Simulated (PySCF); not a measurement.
Excited states of Re⁷⁺ (rhenium, charge +7)

Ground state [Xe] 4f14, ¹S. All numbers are calculated (PySCF 2.14, a scalar-relativistic core potential, in aug-cc-pVTZ-PP with one added diffuse shell each of s, p, d, f, g type with ECP60MDF (7s7p6d4f3g, 113 functions)). Vertical excitation energies in eV without spin-orbit coupling; excited terms of each kind are numbered among those the solver found. Frozen: nothing.

```tsv
term	leading excitation	EOM-EE-CCSD
1 3P°	5p → d	46.413
1 3F°	5p → d	47.882
1 1D°	5p → d	50.159
1 3D°	5p → d	50.341
1 1F°	5p → d	50.622
1 1P°	5p → d	60.641
1 3S	5p → p	77.097
1 3D	5p → p	78.595
1 1D	5p → p	79.087
1 1P	5p → p	79.488
1 3P	5p → p	79.573
1 1S	5p → p	81.187
1 3G	5p → f	90.287
1 1G	5p → f	90.754
```

The spin-orbit splitting of the hole, absent here, rivals or exceeds the spacing of these terms, so the LS terms are model states.

The 4f shell lies in the core potential, so 4f excitations, among the lowest in this ion, cannot appear.

The solver can miss terms.
